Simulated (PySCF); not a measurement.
## A thermochemical cycle for BeI

PBE0 in PySCF with x2c-SVPall on every atom, spin-free X2C, for the lowest determinant that a PBE0 search found; no spin–orbit coupling. BeI, a doublet (σ ↑), has De = 2.89 eV to neutral atoms, and BeI⁺, a singlet (closed shell), has De = 3.43 eV to Be⁺ + I.

At the same level the Be atom ionises at 8.93 eV.

Task: What is the adiabatic ionisation energy of the molecule, and does ionisation strengthen or weaken the bond?

Result: IE = IE(Be) + De(neutral) − De(ion) = 8.93 + 2.89 − 3.43 = 8.39 eV. De changes by +0.54 eV, so ionisation strengthens the bond.

These are scalar-relativistic numbers at best; spin–orbit coupling would shift them, the dissociation energy most. For an ion De counts to the pair picked by the measured ionisation energies or electron affinities, which need not be the lowest pair at this level. States were picked by a PBE0 search and need not be the measured ground states.
